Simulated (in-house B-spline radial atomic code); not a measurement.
# How G0W0 and RPA depend on the start: neutral magnesium

Configuration [Ne] 3s2. Computed with an all-electron radial atomic-structure program (B-spline basis): all electrons, non-relativistic, point nucleus, each spin shell either full or empty, empty states to l = 9 with an (l + 1/2)⁻⁴ tail; G0W0 by contour deformation at full frequency.

```tsv
start	mean-field 3s (eV)	G0W0 (eV)	QP weight	RPA correlation (Eh)
Hartree-Fock	-6.886	-7.688	0.939	-0.59324
LDA VWN5	-4.774	-7.534	0.776	-0.69554
PBE	-4.699	-7.513	0.763	-0.69348
PBE0	-5.425	?	?	?
r2SCAN	-4.811	-7.659	0.836	-0.67657
HSE06	-5.042	-7.599	0.822	-0.66927
B3LYP (VWN-RPA)	-5.293	-7.607	0.847	-0.66982
SCAN	-4.819	-7.657	0.838	-0.67619
TPSS	-4.755	-7.568	0.781	-0.68593
BHandHLYP	-6.021	-7.661	0.902	-0.63782
CAM-B3LYP	-6.484	?	?	?
LC-wPBE	-7.494	-7.737	0.942	-0.64188
wB97X	-7.321	-7.705	0.940	-0.63926
PBEsol	-4.673	-7.530	0.764	-0.69366
BLYP	-4.565	-7.417	0.739	-0.69487
r2SCAN0	-5.477	-7.706	0.881	-0.65256
```

**Question.** What G0W0 level, weight and RPA correlation energy follow from the CAM-B3LYP start?

**Answer.** G0W0 level -7.681 eV, weight 0.917, RPA correlation -0.65005 hartree.

**Question.** What G0W0 level, weight and RPA correlation energy follow from the PBE0 start?

**Answer.** G0W0 level -7.670 eV, weight 0.864, RPA correlation -0.66265 hartree.

**Question.** How much of the dependence on the start does G0W0 remove?

**Answer.** The mean-field levels span 2.93 eV and the G0W0 levels 0.319 eV. Against 7.646 eV (NIST, measured) the G0W0 removal energies are off by -0.23 to +0.09 eV, with relativity, Breit and QED terms left out.
